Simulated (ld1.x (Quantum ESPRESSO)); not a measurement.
**Pd: variants of one RRKJ potential**

Base potential:

ld1.x (Quantum ESPRESSO) 7.5 input, shortened:

```
&input
   title='Pd', zed=46., rel=1, dft='PBE', iswitch=3,
   config='[Kr] 4d9 5s0 5p0'
 /
 &inputp
   pseudotype=2, tm=.false., rho0=0.001, lloc=1,
   nlcc=.true., rcore=0.85
 /
3
4S  1  0   2.00   0.00  0.90  0.90  0.0
4D  3  2   9.00   0.00  1.90  1.90  0.0
4P  2  1   6.00   0.00  1.10  1.10  0.0
 &test
   configts(1)='4s2 4p6 4d9 5s0 5p0'
 /
```

All-electron outer shells of the reference configuration (PBE, scalar-relativistic, ld1.x):

```json
{"shell": "3d", "level (eV)": "-336.91", "outermost node (bohr)": "–", "outermost maximum (bohr)": "0.28"}
{"shell": "4s", "level (eV)": "-96.68", "outermost node (bohr)": "0.45", "outermost maximum (bohr)": "0.85"}
{"shell": "4p", "level (eV)": "-62.47", "outermost node (bohr)": "0.46", "outermost maximum (bohr)": "0.91"}
{"shell": "4d", "level (eV)": "-14.61", "outermost node (bohr)": "0.45", "outermost maximum (bohr)": "1.09"}
{"shell": "5s", "level (eV)": "-11.04", "outermost node (bohr)": "1.14", "outermost maximum (bohr)": "2.45"}
{"shell": "5p", "level (eV)": "-6.25", "outermost node (bohr)": "1.29", "outermost maximum (bohr)": "3.15"}
```

Cutoffs, loose and tight: the cutoffs (Ry, on a coarse ladder) from which the occupation-weighted sum of valence levels, in a spherical-Bessel basis at the reference potential, stays within 10 and 1 mRy of its value at 400 Ry. They do not see the model core or the augmentation charge, which bear on the density cutoff. Test errors are all-electron minus pseudo excitation energies from the reference, over the configurations 4s2 4p6 4d10 5s0 5p0; 4s2 4p6 4d8 5s0 5p0; 4s2 4p6 4d7 5s0 5p0; 4s2 4p6 4d8 5s1 5p0; 4s2 4p5 4d10 5s0 5p0; 4s2 4p6 4d9 5s1 5p0; 4s2 4p6 4d9 5s0 5p1. A dash means not determined; rows that change the core or the reference have their own tests. The largest error is taken over the tests solved by every variant that gives reliable tests at all: 4s2 4p5 4d10 5s0 5p0; 4s2 4p6 4d10 5s0 5p0; 4s2 4p6 4d7 5s0 5p0; 4s2 4p6 4d8 5s0 5p0; 4s2 4p6 4d9 5s0 5p1.

A true bound ghost makes a file unfit for plane-wave use even where its test errors are small: the radial tests pick states by their node count and pass the ghost by. Where a test does run into it, the solver fails or the error is huge.

```tsv
change	outcome	cutoff, loose	cutoff, tight	bound ghosts	largest test error (meV)
base	generated	180 Ry	230 Ry	none	-107
wave 4p (bound): rc 1.10 bohr becomes 4p (bound): rc 0.96 bohr	generated	180 Ry	230 Ry	none	-106
wave 4p (bound): rc 1.10 bohr becomes 4p (bound): rc 1.06 bohr	generated	180 Ry	230 Ry	none	-106
wave 4p (bound): rc 1.10 bohr becomes 4p (bound): rc 1.22 bohr	generated	180 Ry	230 Ry	none	-112
wave 4p (bound): rc 1.10 bohr becomes 4p (bound): rc 1.48 bohr	generated	180 Ry	230 Ry	s	-133
wave 4p (bound): rc 1.10 bohr becomes 4p (bound): rc 1.64 bohr	generated	180 Ry	230 Ry	s	-146
```

Task: What comes out with this change to the base: wave 4p (bound): rc 1.10 bohr becomes 4p (bound): rc 0.78 bohr?

Result: outcome: generated; cutoff, loose: 300 Ry; cutoff, tight: over 300 Ry; bound ghosts: s; largest test error (meV): -111.

Reading the sweep of the p radius (base included, trends over the rows without a ghost): The loose cutoff stays near 180 Ry. The median size of the test errors (rows with all tests solved) rises from 14.7 meV at 0.96 to 20.6 meV at 1.22 bohr. More of the atom is replaced by a form fitted at one configuration, so other configurations suffer as the radius grows. Bound ghosts are found at 0.78, 1.48, 1.64 bohr.
